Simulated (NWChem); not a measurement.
Correlation energy of AgCl

SMILES: [Cl][Ag]
```xyz
2

Ag     0.0000     0.0000    -0.6112
Cl     0.0000     0.0000     1.6899
```
Charge 0, spin multiplicity 1.

Everything below was run with NWChem. Structure: optimised with PBE0/def2-SVP with def2 effective core potentials on Ag, a minimum by its harmonic frequencies.

Basis set: def2-TZVP. Each correlation energy counts from its own Hartree-Fock reference.

```
method        correlation energy (mHa)  difference from CCSD(T)
------------  ------------------------  -----------------------
MP2                             -482.4                    +15.7
SCS-MP2                         -442.9                    +55.2
CCSD                            -483.9                    +14.2
CCSD+T(CCSD)                    -498.6                     -0.5
CCSD(T)                         -498.1                      0.0
CR-CCSD(T)                      -495.1                     +3.0
CR-CCSD[T]                      -495.5                     +2.6
```

The values span 55.7 mHa, from CCSD+T(CCSD) (lowest) to SCS-MP2 (highest). 

Effective core potentials replace the inner electrons of Ag; spin-orbit coupling is left out. The correlated methods keep 9 core orbitals frozen. The structure started from a generated list of species. Differences from the coupled-cluster row are differences between methods, not errors against experiment.
